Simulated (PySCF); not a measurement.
**Computed NMR parameters against published values**

Bonds (- single, = double, # triple, : aromatic): C1-C2, C2=O3, C2-C4, C4:C5, C5:C6, C6:C7, C7:N8, N8:C9, C9:C4. C1 carries H10, H11, H12; C5 carries H13; C6 carries H14; C7 carries H15; C9 carries H16.

Level of theory: σ from GIAO-PBE/pcSseg-1, coordinates at the PBE0-D3(BJ)/def2-SVP level, in PySCF (fast rotation and ring inversion assumed for equivalent nuclei, relativity neglected, single conformer, no solvent).

Reference values: estimated from measurements, as parent shift plus tabulated substituent increment (solution, not stated per compound (mostly CDCl3 or CCl4); Pretsch, Buehlmann, Badertscher, Structure Determination of Organic Compounds, 4th ed. (2009)).
| atoms | quantity | reference | computed | computed, scaled |
| --- | --- | --- | --- | --- |
| C9 | δ ¹³C | 153.3 | 153.3 | 150.9 |
| C7 | δ ¹³C | 149.8 | 156.5 | 154.1 |
| C5 | δ ¹³C | 135.2 | 137.1 | 134.8 |
| C4 | δ ¹³C | 132.2 | 131.5 | 129.2 |
| C6 | δ ¹³C | 123.5 | 127.2 | 125.0 |
| H16 | δ ¹H | 9.17 | 9.12 | – |
| H15 | δ ¹H | 8.79 | 8.81 | – |
| H13 | δ ¹H | 8.23 | 8.36 | – |
| H14 | δ ¹H | 7.45 | 7.28 | – |

Computed shifts are σ(ref) − σ with the named reference compound (TMS for H and C) calculated as an isolated molecule at the same level. The measured values may be among those fitted. Scaled to experiment by linear calibration (H and C: mostly CDCl3 data, vs TMS): ¹³C (scatter 1.8 ppm rms, 2.0 ppm with the 1 outlier that the fit left out). Occasional misses reach two or three times the rms, and more in compound classes unlike the fitted ones.

(1) How far are the unscaled ¹³C shifts from the references?

(2) How far are the unscaled ¹H shifts from the references?

## Answers

(1) Mean signed difference +2.32 ppm, mean absolute 2.60 ppm over 5 comparisons; the largest is +6.7 ppm at C7 (aromatic CH next to a ring nitrogen).

(2) Mean signed difference -0.02 ppm, mean absolute 0.09 ppm over 4 comparisons; the largest is -0.17 ppm at H14 (hydrogen on an aromatic CH).

9 of the 18 published NMR values on file for this molecule are compared.
